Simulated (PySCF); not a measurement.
C₅H₉NO₂Si₂.
Numbering: `[CH2:1]=[C:2]1[CH2:3][O:4][Si@@:5]1([CH2:6][C:7]#[N:8])[O:9][SiH3:10]` (hydrogens: H11, H12 on C1; H13, H14 on C3; H15, H16 on C6; H17, H18, H19 on Si10)

Structure used (GFN2-xTB), in Å, numbered top down from 1:
```xyz
19
C5H9NO2Si2 angstrom
C     -2.4209   -0.9425   -1.0438
C     -1.7475   -0.1905   -0.1962
C     -2.2170    0.6170    0.9823
O     -0.9630    1.1648    1.4046
Si    -0.0221    0.4267    0.2537
C      0.8983    1.6916   -0.8456
C      1.9295    1.0406   -1.5828
N      2.7538    0.4942   -2.1589
O      1.0293   -0.6261    0.8490
Si     2.3123   -1.6240    1.0452
H     -3.4907   -1.0699   -0.9660
H     -1.9292   -1.4640   -1.8474
H     -2.6431    0.0182    1.7889
H     -2.9015    1.4286    0.7281
H      1.3522    2.4514   -0.2071
H      0.2194    2.1890   -1.5388
H      1.7219   -2.8744    1.5182
H      2.9688   -1.7495   -0.2486
H      3.1398   -0.9721    2.0575
```

Computed at PBE0/pcSseg-1 (PySCF, non-relativistic), with Q(17O) = −0.0256 b, Q(14N) = 0.02044 b: O4, 17O (I = 5/2): χzz = -10.01 MHz, η = 0.337; N8, 14N (I = 1): χzz = -4.490 MHz, η = 0.105; O9, 17O (I = 5/2): χzz = -6.515 MHz, η = 0.137.

Task: Find the zero-field quadrupole resonance frequencies of 17O at O4.

Result: From the eigenvalues of H = χ/[4I(2I − 1)] × [3Iz² − I(I + 1) + η(Ix² − Iy²)], steps between neighbouring levels, labelled as for η = 0: ±1/2↔±3/2 1.677 MHz, ±3/2↔±5/2 2.940 MHz (silyl ether oxygen).

Task: Where would the pure quadrupole (NQR) lines of 14N at N8 fall for the rigid, isolated species?

Result: From ν± = (3/4)|χ|(1 ± η/3) and ν0 = |χ|η/2: ν+ 3.485 MHz, ν− 3.250 MHz, ν0 0.235 MHz (nitrile nitrogen).

Task: Find the zero-field quadrupole resonance frequencies of 17O at O9.

Result: From the eigenvalues of H = χ/[4I(2I − 1)] × [3Iz² − I(I + 1) + η(Ix² − Iy²)], steps between neighbouring levels, labelled as for η = 0: ±1/2↔±3/2 0.997 MHz, ±3/2↔±5/2 1.947 MHz (siloxane oxygen).

In a crystal, neighbours and librations shift these lines. GFN2-xTB frequencies show an imaginary mode (23i cm⁻¹), so this geometry is no minimum at that level. GFN2-xTB bond lengths can be off by several hundredths of an ångström, more for odd bonds, and the gradients follow them. With a basis this small, the couplings can be 20 % off.

One conformer stands for the species.
